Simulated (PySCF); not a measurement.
C₅H₆Se, SMILES C(=C)C1C[Se]C=1. Atoms are numbered in the order given.

```xyz
12

C     -0.4249    -3.3245     0.0000
C      0.5392    -2.3864     0.0000
C      0.3051    -0.9576     0.0000
C      1.1840     0.0736     0.0000
Se    -0.0695     1.5246     0.0000
C     -1.0293    -0.2473     0.0000
H     -1.4853    -3.0546     0.0000
H     -0.1841    -4.3897     0.0000
H      1.5914    -2.6937     0.0000
H      2.2748     0.1100     0.0000
H     -1.6398    -0.3781     0.9048
H     -1.6398    -0.3781    -0.9048
```

Geometry: B3LYP-D3(BJ)/def2-SVP. This is a generated structure with no PubChem entry under its InChIKey; it may be hypothetical. Other conformers were not sampled.

Two levels are set side by side: PBE/pcSseg-1 (PySCF) and B3LYP/pcSseg-1 (PySCF). GIAO shifts against Me2Se (⁷⁷Se), TMS (¹H), TMS (¹³C) at the same level; non-relativistic, no solvent, atoms listed together averaged. Differences are taken from unrounded values.

```tsv
quantity	PBE
δ(¹³C) of C1 (ppm)	114.9
δ(¹³C) of C2 (ppm)	138.4
δ(¹³C) of C3 (ppm)	145.1
δ(¹³C) of C4 (ppm)	148.9
δ(⁷⁷Se) of Se5 (ppm)	475.1
δ(¹³C) of C6 (ppm)	40.6
δ(¹H) of H9 (ppm)	6.25
δ(¹H) of H10 (ppm)	7.23
δ(¹H) of H11, H12 (ppm)	4.06
```

**Question.** These are the PBE values. What does B3LYP give? (An estimate is asked for; the answer gives what the named calculation found.)

**Answer.** 
```csv
quantity,B3LYP,PBE minus B3LYP
δ(¹³C) of C1 (ppm),117.9,-3.0
δ(¹³C) of C2 (ppm),141.5,-3.1
δ(¹³C) of C3 (ppm),148.4,-3.3
δ(¹³C) of C4 (ppm),152.9,-4.1
δ(⁷⁷Se) of Se5 (ppm),483.8,-8.7
δ(¹³C) of C6 (ppm),39.8,0.8
δ(¹H) of H9 (ppm),6.26,-0.01
δ(¹H) of H10 (ppm),7.23,0.00
"δ(¹H) of H11, H12 (ppm)",3.98,0.08
```

Rough cost on one machine, each run with all the roots and properties that it gave: B3LYP against PBE within a factor of 2.
